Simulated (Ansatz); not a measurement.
Ansatz (a quantum-chemistry and plane-wave program) input (SVWN5/6-31G*):

Ansatz 0.2 input:
```yaml
crystal:
  periodic: [false, false, false]
  atoms:
    - {symbol: Ge, position_ang: [-0.00263055, -0.00149746, 0.06746787]}
    - {symbol: H, position_ang: [0.01752085, -1.13988723, -1.10627570]}
    - {symbol: H, position_ang: [0.06665674, 1.18780607, -1.05269626]}
basis:
  gaussian:
    orbitals: 6-31G*
hamiltonian:
  xc: {name: SVWN5}
total_charge: -1
magnetization: {spin_polarized: true, initial_magnetization: 1}
output: {forces: true}
```

Q: What final total energy does it give?

A: -2074.72591 Eh.
